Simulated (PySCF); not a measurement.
Compound: C₂H₁₁Si₄ (doublet state).
Numbering: `[CH2:1]=[C:2][SiH2:3][SiH2:4][SiH2:5][SiH3:6]` (hydrogens: H7, H8 on C1; H9, H10 on Si3; H11, H12 on Si4; H13, H14 on Si5; H15, H16, H17 on Si6)

Geometry (GFN2-xTB, Å), atoms numbered from 1 in this order:
```xyz
17
C2H11Si4 angstrom
C      4.165   -0.252    0.625
C      3.125    0.516    0.741
Si     1.329    0.763    0.593
Si     0.075   -1.041   -0.217
Si    -2.180   -0.952    0.357
Si    -3.199    1.096    0.004
H      5.162    0.090    0.879
H      4.133   -1.281    0.269
H      0.841    1.121    1.934
H      1.122    1.923   -0.286
H      0.222   -1.107   -1.682
H      0.701   -2.299    0.224
H     -2.928   -2.021   -0.328
H     -2.293   -1.328    1.777
H     -3.122    1.951    1.191
H     -4.615    1.006   -0.357
H     -2.544    1.828   -1.085
```

The hyperfine couplings belong to this conformer and change with its torsions.

Level of theory: UKS B3LYP, pcH-1 on C H Si, non-relativistic, mean-field spin-orbit, GIAO in PySCF. One conformer (not necessarily the lowest) at the GFN2-xTB geometry, without solvent, vibrations or thermal averaging. Couplings are sensitive to structure, and on GFN2-xTB geometries they can be far from those on DFT ones. The SCF solution wasn't tested for stability.

Question: Give the principal g shifts and their parts.

Answer: 
| Δg (ppm) | 1 | 2 | 3 |
| --- | --- | --- | --- |
| relativistic mass correction | -139 | -139 | -139 |
| gauge correction | 21 | 7 | 2 |
| orbital Zeeman/spin–orbit | -581 | -172 | 1141 |
| total | -699 | -304 | 1004 |

So g = 2.00162, 2.00202, 2.00332 and g_iso = 2.00232; the tensor is rhombic: the two nearest values differ by 23 % of g3 − g1. Axes: g1 points within 6° of the C1–C2 bond.

Question: How much does each term add to the isotropic shift?

Answer: The mass correction -139, the orbital-Zeeman/spin–orbit term 129 and the gauge correction 10 ppm, for a total of 0 ppm. The mass correction is the same along every axis, so the anisotropy comes from the other two: their spans along these axes are 19 (gauge) and 1722 ppm (orbital Zeeman/spin–orbit).

Question: What are the electron Larmor frequencies g μB B/h along the three axes at 1200 mT?

Answer: 33.6182, 33.6248, 33.6468 GHz for g1, g2 and g3, a range of 28.6 MHz.

Question: In a frozen sample, at which fields do the three g values resonate at 9.5, 34, 94 and 263 GHz (hyperfine left aside), and which band first spreads them over more than twice a line width of 0.5 mT?

Answer: 
```csv
band,GHz,B(g3) mT,B(g2) mT,B(g1) mT,spread mT
X,9.5,338.81,339.04,339.10,0.29
Q,34.0,1212.60,1213.39,1213.63,1.03
W,94.0,3352.47,3354.66,3355.33,2.85
J,263.0,9379.79,9385.92,9387.77,7.98
```

The spread grows in proportion to the frequency. Q band is the first where it exceeds 1.0 mT.

The largest Mulliken spin populations are on C2 (+0.94), C1 (-0.17), H8 (+0.08) and Si4 (+0.08). No atom but C2 exceeds +0.15. The positive populations add up to 1.20 and the negative ones to -0.20, together 2S = 1.

The HOMO–LUMO gaps are 5.31 eV among the α and 5.16 eV among the β orbitals.
